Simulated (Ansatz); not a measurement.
`N[Si](O)([SiH3])Cl` + H–F → `O[Si](F)([SiH3])Cl` + NH₃ at 600 K and 1 bar (ligand exchange at the Si–N bond).

Isolated molecules relaxed with PBE0-D4/def2-TZVP in Ansatz; ΔE leaves out vibrations. CCSD(T)/CBS is the MP2 limit (def2-TZVPP, def2-QZVPP) plus CCSD(T) − MP2 in def2-TZVPP, frozen cores. This one scheme is used for every species. One conformer a species, not always the lowest.

| species | CCSD(T)/CBS energy (Eh) | H − E (kJ/mol) | S (J/(mol·K)) |
| --- | --- | --- | --- |
| `N[Si](O)([SiH3])Cl` | -1171.56069 | 252.6 | 509.8 |
| H–F | -100.39570 | 42.3 | 194.0 |
| `O[Si](F)([SiH3])Cl` | -1215.48049 | 182.7 | 469.3 |
| NH₃ | -56.50880 | 112.4 | 219.5 |

H − E and S are ideal-gas, rigid-rotor, harmonic terms from PBE0-D4/def2-TZVP, for one conformer and one mirror image of each species. 1 Eh = 2625.50 kJ/mol, R = 8.31446 J/(mol·K).

**Question.** By hand: ΔE, ΔH, ΔS and ΔG.

**Answer.** ΔE = (-1215.48049) + (-56.50880) − (-1171.56069) − (-100.39570) = -0.03290 Eh = -86.4 kJ/mol. Δ(H − E) = 182.7 + 112.4 − 252.6 − 42.3 = 0.2, so ΔH = -86.2 kJ/mol. ΔS = 469.3 + 219.5 − 509.8 − 194.0 = -15.0 J/(mol·K). ΔG = -86.2 − 600 × (-15.0)/1000 = -77.2 kJ/mol.

**Question.** By hand: the equilibrium constant, and the temperature at which ΔG would vanish if ΔH and ΔS stayed fixed.

**Answer.** log₁₀ K = −ΔG/(RT ln 10) = 6.7. ΔG = 0 at ΔH/ΔS = 5747 K, far beyond where these terms or the molecules hold.

ΔH outweighs TΔS. A doubt of 5 kJ/mol in ΔE shifts log₁₀ K by 0.4 here. Other conformers and mirror images would add mixing entropy, several J/(mol·K) or more a flexible species. Modes under 60 cm⁻¹, often nearly free rotors, make the harmonic entropy too high. These are equilibria of isolated gas molecules and say nothing of rates. Largest T1 diagnostic: 0.012 (customary marks: 0.02 for closed shells, 0.045 for open ones).
